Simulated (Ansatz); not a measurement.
# Energy profile

The step: BH₂Cl ([BH2][Cl]) + HF + HF → BH₂F ([BH2][F]) + HCl + HF; bonds formed: Cl2–H7, H5–F8; dative contacts that become bonds: B1–F6; bonds broken: B1–Cl2, H5–F6, H7–F8 (atoms numbered as in the saddle structure below).

```xyz
8
angstrom
B -0.3390 -0.9857 0.0646
Cl 1.5228 -0.4315 -0.3362
H -0.6155 -1.8383 -0.7183
H -0.3786 -1.1790 1.2413
H -0.5011 1.2190 -0.0483
F -1.1359 0.2514 -0.2539
H 1.0866 1.0587 -0.0500
F 0.3607 1.9054 0.1009
```

Electronic energies by CCSD(T) at an estimated basis limit (MP2 extrapolated from triple and quadruple zeta, plus CCSD(T) − MP2 in triple zeta), on PBE0-D4/def2-TZVP structures; BH₄ClF₂, singlet; no counterpoise correction. Ansatz 0.2.0; basis: def2-TZVPP and def2-QZVPP; cores frozen in the correlated methods. Extrapolation: Hartree–Fock as exp(−7.88 √X), correlation as X^−2.97.

Give the profile in eV, counted from the separated reactants. (An estimate is asked for; the value comes from the calculation.)

Computed:
```json
{"point": "separated: BH₂Cl (linked as [BH2][Cl]; B1, Cl2, H3, H4; singlet) + HF (H5, F6; singlet) + HF (H7, F8; singlet)", "eV": "0.000"}
{"point": "start structure", "eV": "-0.480"}
{"point": "saddle", "eV": "-0.252"}
{"point": "end structure", "eV": "-0.825"}
{"point": "separated: BH₂F (linked as [BH2][F]; B1, H3, H4, F6; singlet) + HCl (Cl2, H7; singlet) + HF (H5, F8; singlet)", "eV": "-0.459"}
```
The saddle lies below the separated reactants: the barrier is submerged.

The T1 diagnostic stays at or below 0.014.

For scale, one of the runs: CCSD(T)/def2-TZVPP, 191 basis functions, launched by `ansatz run in.yaml --threads 4 --pin off --events-out ev --progress --plain --max-ram 9574MiB`. Hardware: 4 CPU threads of an Intel Xeon, shared host. Wall time 49 s; peak host memory 2.2 GiB.
